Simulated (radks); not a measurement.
Fractional charge and spin in the 4s shell of bromine: the spin-up occupation runs from 0 to 1 and the spin-down occupation from 0 to 1; the fullest corner is Br, [Ar] 3d10 4p(up 2.5, down 2.5) 4s(up 1, down 1). Method: scalar-relativistic Kohn-Sham, r2SCAN, spin-polarised, spherical densities, finite nucleus; meta-GGA in the generalised Kohn-Sham scheme; Fermi nuclear charge, rms radius of each element as measured or else 0.836 A^(1/3) + 0.57 fm; computed with a radial shooting solver on a logarithmic mesh with Libxc functionals. Energy (eV) above the fullest corner. The planes named below are the two flat planes that join the four corners, with an edge along up + down = one added electron.

down \ up       0     0.5       1
0          64.288  43.678  25.892
0.5        43.678  26.334  11.680
1          25.892  11.680   0.000

Corners above the fullest one (they belong to Br+ and the next ion): (up 1, down 0) 25.892 eV, (up 0, down 1) 25.892 eV, (up 0, down 0) 64.288 eV. With half an added electron in each spin the energy lies 0.442 eV from the planes, and with half an added electron in spin up alone -1.413 eV. The planes are only a guide here: the flat-plane condition holds for ground states with one frontier orbital, while this shell lies below other occupied shells, so the corners above the fullest one are inner-hole states and not the ground states of those ions.
